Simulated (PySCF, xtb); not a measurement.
C₂H₉ClSi₃, SMILES Cl[SiH2][Si@H]1CC[SiH2]1.

GFN2-xTB (xtb) at its own geometry gives an orbital gap of 3.32 eV and a dipole moment of 1.47 D.

Geometry optimised at B3LYP-D3(BJ)/def2-SVP. The structure was generated by enumeration; whether it is a known compound was not checked. Other conformers were not sampled.

Question: What does B3LYP/def2-TZVP run with PySCF give? (The exact figures need the calculation; the answer reports its results.)

Answer: gap 6.23 eV (levels -7.23 and -1.00 eV), dipole 2.20 D.
